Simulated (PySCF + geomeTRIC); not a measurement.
The multiplicity is imposed and other spin states were not computed.

Species: [Ti(Cl)3] (charge 0, multiplicity 2).

**Question.** Give a relaxed geometry from BP86-D3(BJ)/def2-SVP in PySCF + geomeTRIC.

**Answer.** the end point of this relaxation.
Cartesian coordinates (Å) in one orientation:
```xyz
4

Ti     0.004     0.004    -0.006
Cl    -0.647     2.006     0.594
Cl    -1.483    -1.525    -0.499
Cl     2.140    -0.469    -0.108
```
